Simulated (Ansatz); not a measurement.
`BB(C)C[SiH3]`, relaxed with RKS PBE0-D4/def2-TZVP in Ansatz from a PBE-D4/def2-SVP geometry. The force threshold is 0.005 eV/Å; the program also tests the step.

Charge 0, multiplicity 1.

Start:

```xyz
15

B     0.768   -1.480    1.317
B    -0.306   -0.527    0.472
C    -1.366   -1.220   -0.486
C    -0.239    1.045    0.525
Si    0.918    1.646   -0.862
H     0.498   -1.891    2.437
H     1.846   -1.852    0.877
H    -1.636   -2.263   -0.228
H    -0.879   -1.269   -1.490
H    -2.294   -0.624   -0.620
H     0.197    1.461    1.458
H    -1.222    1.530    0.335
H     0.961    3.152   -0.884
H     2.315    1.129   -0.645
H     0.438    1.163   -2.206
```

```json
{"step": "1", "energy (eV)": "-11459.9220", "largest force (eV/Å)": "0.515", "largest move (Å)": "0.000"}
{"step": "2", "energy (eV)": "-11459.9685", "largest force (eV/Å)": "0.137", "largest move (Å)": "0.024"}
{"step": "3", "energy (eV)": "-11459.9719", "largest force (eV/Å)": "0.092", "largest move (Å)": "0.013"}
{"step": "4", "energy (eV)": "-11459.9727", "largest force (eV/Å)": "0.034", "largest move (Å)": "0.012"}
{"step": "5", "energy (eV)": "-11459.9728", "largest force (eV/Å)": "0.004", "largest move (Å)": "0.003"}
```

End:

```xyz
15

B     0.760   -1.474    1.311
B    -0.302   -0.524    0.469
C    -1.353   -1.210   -0.487
C    -0.232    1.035    0.518
Si    0.910    1.636   -0.855
H     0.495   -1.874    2.413
H     1.819   -1.834    0.873
H    -1.625   -2.233   -0.219
H    -0.880   -1.272   -1.478
H    -2.265   -0.621   -0.616
H     0.195    1.445    1.439
H    -1.201    1.512    0.332
H     0.949    3.123   -0.873
H     2.292    1.130   -0.643
H     0.436    1.163   -2.183
```

It took 11 s on 4 threads of an AMD EPYC 9R45 on a shared host, with 0.65 GiB of host memory at the peak.
